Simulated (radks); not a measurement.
The numbers below are computed, except where a source is named.
Neutral indium inside a hard spherical wall (all orbitals vanish at R), configuration held at [Kr] 4d10 5s2 5p1 and not refilled when levels cross. Code: a radial shooting solver on a logarithmic mesh with Libxc functionals. Model: scalar-relativistic Kohn-Sham, LDA (Slater exchange, Perdew-Wang correlation), spin-unpolarised, spherical densities, finite nucleus; Fermi nuclear charge, rms radius 4.6156 fm. Eigenvalues in eV, with the zero of energy where the potential of the charges vanishes at infinity; a dash marks a level that is unbound or too diffuse for the functional's potential to be trusted. A positive occupied level is held by the wall or, in an anion where self-interaction has pushed it up, behind a barrier. The pressure on the wall is -dE/dV.

| R (bohr) | E (hartree) | kinetic (hartree) | e(4p) | e(4d) | e(5s) | e(5p) | e(6s, empty) | e(5d, empty) | pressure (GPa) |
|---|---|---|---|---|---|---|---|---|---|
| free | -5876.30581 | 6122.954 | -78.053 | -18.718 | -8.482 | -2.698 | -0.364 | - | 0 |
| 20 | -5876.30581 | 6122.954 | -78.053 | -18.718 | -8.482 | -2.698 | -0.339 | 0.627 | < 0.0001 |
| 12 | -5876.30562 | 6122.955 | -78.028 | -18.693 | -8.461 | -2.676 | 0.127 | 1.380 | 0.00271 |
| 10 | -5876.30472 | 6122.962 | -77.952 | -18.618 | -8.400 | -2.603 | 0.802 | 2.007 | 0.0225 |
| 8 | -5876.29930 | 6122.994 | -77.679 | -18.348 | -8.184 | -2.304 | 2.688 | 3.373 | 0.218 |
| 7 | -5876.28911 | 6123.049 | -77.332 | -18.008 | -7.906 | -1.882 | 4.844 | 4.723 | 0.773 |
| 6 | -5876.26016 | 6123.194 | -76.635 | -17.329 | -7.308 | -0.955 | 8.985 | 7.104 | 3.10 |
| 4 | -5875.84015 | 6124.963 | -71.902 | -12.814 | -1.846 | 6.950 | 37.702 | 22.155 | 89.8 |
| 2.5 | -5871.44196 | 6141.493 | -51.755 | 7.190 | 35.131 | 53.130 | 165.95 | 86.836 | 3480 |
| 2 | -5862.42806 | 6173.450 | -27.598 | 33.748 | 95.005 | 121.42 | 323.84 | 166.70 | 18700 |
| 1.5 | -5826.19430 | 6289.279 | 40.230 | 111.26 | 287.39 | 326.10 | 744.19 | 381.20 | 149000 |
